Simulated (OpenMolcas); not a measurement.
Pr4+ in a point-charge field

Pr4+ among 6 point charges of -1 e arranged as an octahedron (Oh), 2.74 Å from the ion.

| Property | Result |
| --- | --- |
| Program | OpenMolcas |
| Method | CASSCF |
| Basis | ANO-RCC-VDZP [7s6p4d2f1g] |
| Scalar Hamiltonian | DKH2, point nucleus |
| Active space | 1 electron in 7 orbitals (4f) |
| State averaging | 2S+1 = 2 odd, 7 roots |
| Spin-orbit coupling | RASSI with atomic mean-field integrals over the reference wave functions |

The lowest spin-free states (labels of O, the rotations of Oh), above the lowest:

```tsv
State	Degeneracy	E (cm-1)	Free-ion L (%)
2A2	1	0.0	F (100)
2T2	3	115.2	F (100)
2T1	3	231.6	F (100)
```

The lowest levels with spin-orbit coupling:

```
E (cm-1)  Degeneracy  Label  2S+1     J  |mJ| (%)               g
     0.0           2     Γ7     2  2.50  3/2 (83)  1.40 1.40 1.40
   123.2           4     Γ8     2  2.50  1/2 (50)                
    3129           2     Γ7     2  3.50  5/2 (75)  3.40 3.40 3.40
    3237           4     Γ8     2  3.50  3/2 (37)                
    3311           2     Γ6     2  3.50  1/2 (58)  2.67 2.67 2.67
```

Powder χT (cm3 K/mol): 0.198 at 2 K, 0.254 at 10 K, 0.52 at 50 K, 0.695 at 100 K, 0.778 at 200 K, 0.798 at 300 K. The effective moment at 300 K is 2.828 √(χT) = 2.53 μB.

Hund's rules give f1 the level 2F5/2 with g = 0.857, so an isolated free-ion multiplet has χT = g² J(J+1) / 8 = 0.804 cm3 K/mol. The computed 0.798 at 300 K differs by -1 %, through the field's splitting, the mixing of terms and any other multiplet in reach.

Stevens parameters of the J = 5/2 multiplet, which is 123 cm-1 wide (cm-1, z along the main axis): B40 = 3.422e-01, B44 = 1.712e+00.

This is an electrostatic model: the charges have no orbitals. No measured value stands beside these numbers.
